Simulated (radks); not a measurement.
Excited configurations of Kr I: one electron is placed in a higher orbital outside [Ar] 3d10 4s2 4p5. The ground configuration is [Kr]. Method: scalar-relativistic Kohn-Sham, PBE, spin-unpolarised, spherical densities, finite nucleus; Fermi nuclear charge, rms radius 4.1884 fm; computed with a radial shooting solver on a logarithmic mesh with Libxc functionals. Excitation = E - E(ground); binding = E(ion) - E, where the ion is the core of charge +1; n* = 1/sqrt(2 binding) in atomic units, and the quantum defect is n - n*.

| outer orbital | excitation (eV) | binding (eV) | quantum defect | <r> (bohr) |
|---|---|---|---|---|
| 4d | 12.377 | 1.912 | 1.333 | 7.899 |
| 4f | 13.380 | 0.909 | 0.131 | 17.44 |
| 5s | 10.282 | 4.007 | 3.157 | 5.433 |
| 6p | 12.918 | 1.371 | 2.850 | 15.07 |
| 6f | 13.837 | 0.452 | 0.511 | 44.32 |
| 7f | 13.949 | 0.340 | 0.672 | 61.84 |

The Delta-SCF ionisation energy is 14.289 eV (NIST Atomic Spectra Database: 14.000 eV, measured). Self-interaction in the functional shifts the binding energies and quantum defects, so they are the method's values and not measured ones. Spin polarisation and multiplet splitting are left out, so open shells lie too high by an amount that depends on their filling.

Beside tabulated values, note that spin-unpolarised runs miss the spin-polarisation part of the exchange energy of open shells.
